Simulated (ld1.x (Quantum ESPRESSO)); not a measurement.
Configuration tests for calcium (Ca) (TM)

ld1.x (Quantum ESPRESSO) 7.5 input, shortened:

```
&input
   title='Ca', zed=20., rel=1, dft='PBE', iswitch=3,
   config='[Ar] 3d0 4s1.75 4p0.25'
 /
 &inputp
   pseudotype=2, tm=.true., lloc=0,
   nlcc=.true., new_core_ps=.true., rcore=1.65
 /
3
4P  2  1   0.25   0.00  3.15  3.15  0.0
3D  3  2   0.00   0.00  2.20  2.20  0.0
4S  1  0   1.75   0.00  2.95  2.95  0.0
 &test
   configts(1)='3d0 4s1.75 4p0.25'
 /
```

Energies are relative to the spin-unpolarised reference configuration 3d0 4s1.75 4p0.25; without spin polarisation the order of configurations can differ from experiment. The frozen-core shift is the all-electron ΔE with the core orbitals held at their reference shape minus the fully relaxed ΔE.

Problem. Give the all-electron excitation energy and the error of the potential for: 3d0 4s2 4p0; 3d0 4s1 4p0; 3d0 4s1.5 4p0; 3d0 4s0 4p1; 3d0 4s1 4p1; 3d1 4s1 4p0; 3d0 4s0 4p2.

Solution.

```json
{"valence configuration": "3d0 4s2 4p0", "charge": "0", "ΔE all-electron (eV)": "-0.594", "error AE − PS (meV)": "-0.1", "frozen-core shift (meV)": "+0.2"}
{"valence configuration": "3d0 4s1 4p0", "charge": "+1", "ΔE all-electron (eV)": "5.715", "error AE − PS (meV)": "-0.4", "frozen-core shift (meV)": "+5.4"}
{"valence configuration": "3d0 4s1.5 4p0", "charge": "+0.5", "ΔE all-electron (eV)": "1.909", "error AE − PS (meV)": "+0.2", "frozen-core shift (meV)": "+0.5"}
{"valence configuration": "3d0 4s0 4p1", "charge": "+1", "ΔE all-electron (eV)": "8.763", "error AE − PS (meV)": "-9.9", "frozen-core shift (meV)": "+20"}
{"valence configuration": "3d0 4s1 4p1", "charge": "0", "ΔE all-electron (eV)": "1.827", "error AE − PS (meV)": "-1.8", "frozen-core shift (meV)": "+1.9"}
{"valence configuration": "3d1 4s1 4p0", "charge": "0", "ΔE all-electron (eV)": "1.688", "error AE − PS (meV)": "-138", "frozen-core shift (meV)": "+94"}
{"valence configuration": "3d0 4s0 4p2", "charge": "0", "ΔE all-electron (eV)": "4.357", "error AE − PS (meV)": "-11", "frozen-core shift (meV)": "+11"}
```

Levels in the configuration 3d0 4s1.5 4p0:

```
level  all-electron (eV)  pseudo (eV)
   4s             -6.281       -6.281
```
